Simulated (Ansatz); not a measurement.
`[SiH3][NH][AlH][BH]Cl` + silanol → `[SiH3]OBCl` + `[AlH2][NH][SiH3]`  (cleavage of the B–Al bond)

Gas-phase electronic energies from Ansatz, PBE0-D4/def2-TZVP geometries. CCSD(T)/CBS adds triple-zeta CCSD(T) − MP2 to the extrapolated MP2 energy (def2 sets, frozen cores). This one scheme is used for every species. Functionals use def2-TZVPP. B3LYP here is the variant with VWN-RPA as its local correlation; programs differ in this. Each species was taken in one conformer, which may not be the lowest.

```tsv
level	ΔE (kJ/mol)	difference from CCSD(T)/CBS
LDA (SPW92)	-172.4	-1.5
PBE-D4	-162.2	8.7
revPBE-D4	-162.7	8.2
r2SCAN-D4	-175.0	-4.1
B3LYP-D4	-177.5	-6.6
r2SCANh-D4	-175.4	-4.5
BHLYP-D4	-182.6	-11.7
ωB97X-V	-173.7	-2.8
PBE	-162.3	8.6
BLYP	-174.4	-3.5
r2SCANh	-175.9	-5.0
HF/def2-SVP	-206.8	-35.9
CCSD/def2-SVP	-196.9	-26.0
HF/def2-TZVPP	-190.1	-19.2
CCSD/def2-TZVPP	-174.3	-3.4
HF/def2-QZVPP	-191.1	-20.2
CCSD(T)/CBS	-170.9	0
```

Largest T1 diagnostic among the species: 0.013.

In def2-TZVPP, CCSD(T) changes the Hartree–Fock value by +17.1 kJ/mol (the triples alone add +1.3 kJ/mol) and MP2 by +10.7 kJ/mol. At CCSD(T), def2-SVP lies −25.9 kJ/mol from the extrapolated value and def2-TZVPP −2.1 kJ/mol. Leaving LDA and LC-ωPBE aside and taking each functional with its dispersion term where it has one, the values, not all of them listed here, spread over 28.1 kJ/mol, from B97M-V to PBE-D4. LDA lies −10.1 kJ/mol from PBE without D4.

CCSD(T)/CBS has its own doubt, a few kJ/mol and more with outer-core shells, so smaller differences from it don't rank the levels.
